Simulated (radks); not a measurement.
Results of a calculation; reference values are marked as such.
All-electron atom: the carbon ion C+ in [He] 2p3 (not the ground configuration). Code: a radial shooting solver on a logarithmic mesh with Libxc functionals. Model: non-relativistic Kohn-Sham, r2SCAN, spin-polarised, spherical densities, point nucleus; open shells are filled with parallel spins first; meta-GGA in the generalised Kohn-Sham scheme.

Local quantities along the radius. ELF = 1/(1 + alpha^2) is the electron localisation function; alpha = (tau - tau_W)/tau_unif compares the Pauli kinetic energy density with that of the uniform gas (summed over spins); -r V(r) is the screened charge that the Kohn-Sham potential of spin up presents (atomic units); 4 pi r^2 rho is in e/bohr; r v_xc is r times the local exchange-correlation potential of spin up (hartree bohr, multiplicative part alone).

r (bohr)    ELF     alpha  -r V(r)  4 pi r^2 rho   r v_xc
0.0172    1.000  0.003030    5.884        0.3693  -0.1233
0.021     1.000  0.003221    5.851        0.5264  -0.1422
0.02586   1.000  0.003482    5.808        0.7530  -0.1655
0.03184   1.000  0.003833    5.755         1.063  -0.1929
0.03889   1.000  0.004294    5.692         1.458  -0.2235
0.04788   1.000  0.004962    5.612         1.986  -0.2600
0.05895   1.000  0.005931    5.515         2.640  -0.3012
0.072     1.000  0.007318    5.402         3.376  -0.3451
0.08864   1.000  0.009565    5.263         4.207  -0.3942
0.1091    1.000   0.01329    5.101         5.020  -0.4455
0.1333    1.000   0.01955    4.923         5.660  -0.4948
0.1641    0.999   0.03184    4.719         6.027  -0.5446
0.2021    0.997   0.05746    4.502         5.954  -0.5933
0.2468    0.987    0.1127    4.293         5.422  -0.6433
0.3039    0.940    0.2525    4.044         4.478  -0.6617
0.3741    0.731    0.6063    3.570         3.374  -0.4526
0.457     0.375     1.292    3.374         2.452  -0.5115
0.5626    0.224     1.863    3.139         1.869  -0.5487
0.6872    0.289     1.567    2.992         1.706  -0.6745
0.8461    0.471     1.059    2.796         1.794  -0.7693
1.042     0.616    0.7896    2.573         1.899  -0.8329
1.272     0.682    0.6827    2.378         1.828  -0.8861
1.567     0.691    0.6685    2.169         1.512  -0.8863
1.929     0.640    0.7494    1.966         1.032  -0.8279
2.356     0.516    0.9678    1.764        0.5758  -0.7073
2.9       0.304     1.514    1.467        0.2389  -0.4492
3.571     0.102     2.963    1.180       0.07092  -0.1758
4.362     0.019     7.254    1.186       0.01515  -0.1849
5.37      0.002     25.09    1.105      0.001913  -0.1049

On this mesh the ELF has minima near r = 0.56 bohr, which separate the shells, and maxima near 1.4 (0.69).
